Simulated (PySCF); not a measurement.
CH7NOSi3, SMILES O[Si@H]1N=C([SiH3])[SiH2]1. Coordinates come from a TPSSh-D3(BJ)/def2-SVP optimisation. The structure was generated by enumeration; whether it is a known compound was not checked. Other conformers were not sampled.

Computed equilibrium geometry at TPSSh-D3(BJ)/def2-SVP (PySCF confirms it by a frequency run) as a Z-matrix (one conformer of several):
```
C
N 1 1.3046
Si 2 1.8120 1 102.96
O 3 1.6654 2 116.30 1 125.21
H 4 0.9679 3 117.18 2 92.10
H 3 1.4913 4 109.80 5 -31.14
Si 1 1.9044 2 121.25 3 172.83
H 7 1.4853 1 111.50 2 1.26
H 7 1.4907 8 110.31 1 -121.04
H 7 1.4911 8 110.15 9 -118.87
Si 1 1.9507 2 107.91 3 -9.36
H 11 1.4916 1 110.98 2 -103.76
H 11 1.4943 12 107.99 1 133.79
```
Charge 0, spin multiplicity 1.
